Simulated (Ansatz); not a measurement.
Gas-phase electronic energies from Ansatz, PBE0-D4/def2-TZVP geometries. CBS: MP2 limit from def2 TZ/QZ plus the TZ coupled-cluster correction, frozen cores. This one scheme is used for every species, atoms too. DFT in def2-TZVPP. Open shells (•) are unrestricted, without spin–orbit coupling. Spin–orbit coupling would lower the free atoms: a little for B, C, Si. One conformer a species, not always the lowest.

Reaction (atomization): `C=NB[SiH3]` → B• + C• + 6 H• + N• + Si•

`C=NB[SiH3]`:

```xyz
10

C     1.312   -0.696    1.642
N     0.885   -0.519    0.487
B     0.395   -0.308   -0.746
Si   -1.310    0.749   -0.956
H     1.010   -1.565    2.231
H     2.004    0.012    2.105
H     0.991   -0.758   -1.683
H    -2.352   -0.069   -1.639
H    -1.075    1.958   -1.796
H    -1.859    1.197    0.355
```

```csv
level,ΔE (kJ/mol)
PBE0-D4,3556.6
CAM-B3LYP,3565.8
CCSD(T)/def2-TZVPP,3441.3
MP2/CBS(def2),3555.4
```

(1) What does CCSD(T)/CBS give? (An estimate is asked.)

Largest T1 diagnostic among the species: 0.017.

Results:

(1) The calculation gave: +3530.3 kJ/mol. The listed levels differ from it by 26.3, 35.5, -89.0, 25.1 kJ/mol.

From BLYP to BHLYP (50 % exact exchange), in def2-TZVPP and without D4, ΔE moves by −85.0 kJ/mol: exact exchange takes away binding that semilocal exchange gives to molecules. At CCSD(T), def2-SVP lies −170.6 kJ/mol from the extrapolated value and def2-TZVPP −88.9 kJ/mol: correlation converges slowly with the basis, and small sets miss more of it in the bonded molecule than in its fragments. In def2-TZVPP, CCSD(T) changes the Hartree–Fock value by +840.5 kJ/mol (the triples alone add +51.4 kJ/mol) and MP2 by +865.6 kJ/mol; breaking electron pairs costs correlation energy, which Hartree–Fock lacks.

For atomizations the MP2-based limit and the directly extrapolated one differ by several kJ/mol either way, and by 10 to 25 for some Ge, Se and Sn compounds, so smaller differences from it don't rank the levels.
